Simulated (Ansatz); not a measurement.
Reaction (substitution at a C–N bond): `CNC(O)F` + H₂Te → `OC(F)[TeH]` + CH₃NH₂

Calculated with Ansatz (gas phase, PBE0-D4/def2-TZVP geometries, no zero-point term in ΔE). CBS: MP2 limit from def2 TZ/QZ plus the TZ coupled-cluster correction, frozen cores. DFT in def2-TZVPP. Elements past krypton have def2 core potentials. For Te outer-core shells are correlated without core-valence functions, which leaves a few kJ/mol of doubt a bond. Each species was taken in one conformer, which may not be the lowest.

```csv
level,ΔE (kJ/mol)
PBE-D4,19.8
PBE0-D4,30.2
ωB97X-V,37.2
HF/def2-TZVPP,50.1
MP2/def2-TZVPP,30.2
SCS-MP2/def2-TZVPP,31.3
CCSD/def2-TZVPP,38.6
CCSD/CBS(def2),30.4
```

(1) What does CCSD(T)/CBS give? (An estimate is asked.)

Largest T1 diagnostic among the species: 0.012.

## Answers

(1) Ansatz gave: +26.8 kJ/mol. The listed levels differ from it by -7.0, 3.4, 10.4, 23.3, 3.4, 4.5, 11.8, 3.6 kJ/mol.

From PBE to PBE0 (25 % exact exchange), in def2-TZVPP and without D4, ΔE moves by +10.4 kJ/mol. In def2-TZVPP, CCSD(T) changes the Hartree–Fock value by −15.1 kJ/mol (the triples alone add −3.6 kJ/mol) and MP2 by −19.9 kJ/mol.
